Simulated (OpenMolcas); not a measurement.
# How methods differ on GaH3 (SMILES [GaH3])

The species is GaH3 (4 atoms), meant as a singlet with charge 0. As SMILES, `[GaH3]`. The shape is that of a PBE0-D4/def2-TZVP optimisation.

Quantity: the HOMO–LUMO gap, in eV. The values are calculated.

```json
{"level": "SVWN5/def2-TZVPPD", "kind": "LDA", "program": "OpenMolcas", "value (eV)": "4.48", "CPU time": "27 s"}
{"level": "BLYP/def2-TZVPPD", "kind": "GGA", "program": "OpenMolcas", "value (eV)": "4.63", "CPU time": "41 s"}
{"level": "PBE/def2-TZVPPD", "kind": "GGA", "program": "OpenMolcas", "value (eV)": "4.69", "CPU time": "35 s"}
{"level": "TPSS/def2-TZVPPD", "kind": "meta-GGA", "program": "OpenMolcas", "value (eV)": "5.11", "CPU time": "45 s"}
{"level": "r2SCAN/def2-TZVPPD", "kind": "meta-GGA", "program": "OpenMolcas", "value (eV)": "5.34", "CPU time": "41 s"}
{"level": "B3LYP/def2-TZVPPD", "kind": "global hybrid", "program": "OpenMolcas", "value (eV)": "6.28", "CPU time": "31 s"}
{"level": "BHLYP/def2-TZVPPD", "kind": "global hybrid", "program": "OpenMolcas", "value (eV)": "?", "CPU time": "30 s"}
{"level": "PBE0/def2-TZVPPD", "kind": "global hybrid", "program": "OpenMolcas", "value (eV)": "?", "CPU time": "30 s"}
```

**Question.** Estimate what the levels marked ? give.

**Answer.** As computed at these levels: BHLYP/def2-TZVPPD: 8.69 eV; PBE0/def2-TZVPPD: 6.76 eV. All-electron rows without a relativistic Hamiltonian named are non-relativistic. The values span 4.48 to 8.69 eV. Orbital gaps aren't excitation energies; they tend to grow with the share of exact exchange. Times are those of the runs behind each value, whatever else they computed, on shared processors of several kinds: orders of magnitude only.
